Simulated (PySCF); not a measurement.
CH₃Cl₂Si, SMILES C[Si](Cl)Cl, multiplicity 2. Atoms are numbered in the order given.

```xyz
7

C      0.2539     2.0283     0.0000
Si    -0.5143     0.3214     0.0000
Cl     0.1304    -0.6991     1.6867
Cl     0.1304    -0.6991    -1.6867
H      1.3514     1.9298     0.0000
H     -0.0548     2.5855     0.8967
H     -0.0548     2.5855    -0.8967
```
Charge 0, spin multiplicity 2.

The structure is a stationary point at PBE0-D3(BJ)/def2-SVP. The isomer is the one that the SMILES or the coordinates give; other isomers of the formula were not compared.

Two levels are set side by side: PBE/pcH-1 (PySCF) and B3LYP/pcH-1 (PySCF). Contact hyperfine couplings, same geometry. Differences are taken from unrounded values.

| quantity | B3LYP |
|---|---|
| A(iso) of 13C, atom C1 (MHz) | 72.5 |
| A(iso) of 29Si, atom Si2 (MHz) | -843.0 |
| A(iso) of 35Cl, atom Cl3 (MHz) | 23.9 |
| A(iso) of 35Cl, atom Cl4 (MHz) | 23.9 |
| A(iso) of 1H, atom H5 (MHz) | 44.6 |
| A(iso) of 1H, atom H6 (MHz) | -6.1 |
| A(iso) of 1H, atom H7 (MHz) | -6.1 |

**Question.** What does PBE give, and how far is it from B3LYP? (Estimate from the structure and the level; the computed values follow.)

**Answer.** 
```
quantity                           PBE  PBE minus B3LYP
------------------------------  ------  ---------------
A(iso) of 13C, atom C1 (MHz)      67.3             -5.2
A(iso) of 29Si, atom Si2 (MHz)  -776.6             66.4
A(iso) of 35Cl, atom Cl3 (MHz)    21.2             -2.7
A(iso) of 35Cl, atom Cl4 (MHz)    21.2             -2.7
A(iso) of 1H, atom H5 (MHz)       42.8             -1.8
A(iso) of 1H, atom H6 (MHz)       -5.7              0.5
A(iso) of 1H, atom H7 (MHz)       -5.7              0.5
```

Rough cost on one machine, each run with all the roots and properties that it gave: B3LYP against PBE within a factor of 2.
